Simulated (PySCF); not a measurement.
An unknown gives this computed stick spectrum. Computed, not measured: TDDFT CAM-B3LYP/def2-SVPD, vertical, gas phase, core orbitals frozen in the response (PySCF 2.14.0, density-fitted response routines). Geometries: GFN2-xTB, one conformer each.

```
state  λ (nm)       f
   S1   274.3   0.057
   S2   267.9  0.0030
   S3   223.3   0.684
   S4   214.6  0.0090
   S5   210.4   0.015
   S6   203.0  0.0090
   S7   192.2   0.028
   S8   191.5   0.065
```

Triplets computed (Tamm–Dancoff): 3.15, 4.39, 4.49 eV.

Orbital energies (eV): HOMO-3 -10.75, HOMO-2 -8.73, HOMO-1 -7.75, HOMO -7.73, LUMO -0.69, LUMO+1 0.97, LUMO+2 1.55.

Question: Which structure fits? All have the formula C6H9PS.
A. `C#CP1CCSCC1`
B. `C=CC1=C[P@@H](=S)CC1`
C. `CC(C)c1pccs1`
D. `C#CC[P@](C)(=S)C=C`

Answer: B. Its S1, at 4.52 eV, is the lowest among the candidates; the nearest of the others has S1 at 4.90 eV. S1 is HOMO-1→LUMO (52%), HOMO→LUMO (42%). Löwdin shares by element: HOMO (one of a set within 0.03 eV) sulfur 74%, phosphorus 16%; LUMO carbon 74% or more (atoms not listed hold the other 26%). At the same level the other candidates give, for their lowest levels:
- `C#CP1CCSCC1`: 231 nm (f 0.006); 228 nm (f 0.004); 211 nm (f 0.057); 202 nm (f 0.026); 193 nm (f 0.000); T1 4.80 eV; HOMO -7.60, LUMO 1.00 eV
- `CC(C)c1pccs1`: 253 nm (f 0.139); 237 nm (f 0.031); 229 nm (f 0.005); 214 nm (f 0.000); 200 nm (f 0.183); T1 3.01 eV; HOMO -7.83, LUMO -0.15 eV
- `C#CC[P@](C)(=S)C=C`: 238 nm (f 0.001); 234 nm (f 0.017); 210 nm (f 0.040); 207 nm (f 0.030); 196 nm (f 0.040); T1 4.38 eV; HOMO -7.78, LUMO 0.31 eV
